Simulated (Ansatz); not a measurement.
Tuning the range parameter of LC-ωPBE so that −HOMO meets the ionisation energy; basis def2-TZVP, Ansatz. System: TaSF₃. The state is a singlet with charge 0. Geometry: PBE0-D4/def2-SVP. The ionised state is a doublet.

Geometry of the singlet:

| atom | x (Å) | y (Å) | z (Å) |
| --- | --- | --- | --- |
| Ta1 | -0.0130 | -0.0337 | 0.0856 |
| S2 | 0.2899 | 0.7374 | -1.8965 |
| F3 | -0.7182 | -1.7532 | -0.0824 |
| F4 | -1.2055 | 1.1080 | 0.9555 |
| F5 | 1.6469 | -0.0585 | 0.9379 |

In the def2 sets Ta takes a core potential; there is no spin–orbit coupling.

```
ω (1/bohr)  HOMO (eV)  LUMO (eV)  vertical IE (eV)  HOMO + IE (eV)
       0.1      -8.61      -1.58             10.47            1.86
      0.15      -9.21      -1.04             10.47            1.26
       0.2      -9.70      -0.65             10.48            0.77
       0.3     -10.44      -0.16             10.49            0.05
```

(1) Where does the tuning condition hold?

## Answers

(1) Not within the range that was run.
